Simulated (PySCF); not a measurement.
Constitutional and geometric isomers with formula CH10Si3. Gas-phase values, no solvent. One relaxed conformer stands for each flexible species; it need not be the lowest. Strings in code marks are SMILES.

Computed with B3LYP-D3(BJ)/def2-TZVP in PySCF 2.14.0. All candidates: neutral, multiplicity 1. B3LYP has the VWN-RPA correlation part, as in Gaussian. 

```
Quantity          Value
-------------  --------
LUMO           -0.32 eV
HOMO–LUMO gap   7.25 eV
HOMO           -7.57 eV
```

Problem. Identify which member has these values.
A. `[SiH3]C([SiH3])[SiH3]`
B. `C[SiH2][SiH2][SiH3]` (C–Si–Si–Si torsion 59°)
C. `[SiH3]C[SiH2][SiH3]` (Si–C–Si–Si torsion 56°)

Solution. B, `C[SiH2][SiH2][SiH3]` (C–Si–Si–Si torsion 59°). The others give `[SiH3]C([SiH3])[SiH3]`: -0.25 eV, 8.33 eV, -8.58 eV; `[SiH3]C[SiH2][SiH3]` (Si–C–Si–Si torsion 56°): -0.29 eV, 7.61 eV, -7.90 eV
